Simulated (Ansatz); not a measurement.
Computed with Ansatz on PBE0-D4/def2-TZVP structures; ΔE is electronic, products minus reactants. CCSD(T)/CBS adds triple-zeta CCSD(T) − MP2 to the extrapolated MP2 energy (def2 sets, frozen cores). Functionals use def2-TZVPP. Each species was taken in one conformer, which may not be the lowest.

Consider the ligand exchange at the Al–C bond: `O=[C]([AlH2])O[SiH3]` + `C1N[SiH2]1` → `[AlH2][N]1C[SiH2]1` + `O=CO[SiH3]`.

```
             level  ΔE (kJ/mol)  difference from CCSD(T)/CBS
            B2PLYP       -126.8                         -2.7
            r2SCAN       -125.3                         -1.2
              PBE0       -120.7                          3.4
     HF/def2-TZVPP       -138.1                        -14.0
   CCSD/def2-TZVPP       -128.3                         -4.2
CCSD(T)/def2-TZVPP       -126.1                         -2.0
     HF/def2-QZVPP       -138.9                        -14.8
    MP2/def2-QZVPP       -131.6                         -7.5
SCS-MP2/def2-QZVPP       -130.9                         -6.8
    CCSD/CBS(def2)       -126.4                         -2.3
       CCSD(T)/CBS       -124.1                            0
```

Largest T1 diagnostic among the species: 0.016.

From PBE to PBE0 (25 % exact exchange), in def2-TZVPP and without D4, ΔE moves by −6.8 kJ/mol. In def2-TZVPP, CCSD(T) changes the Hartree–Fock value by +12.0 kJ/mol (the triples alone add +2.2 kJ/mol) and MP2 by +5.6 kJ/mol.
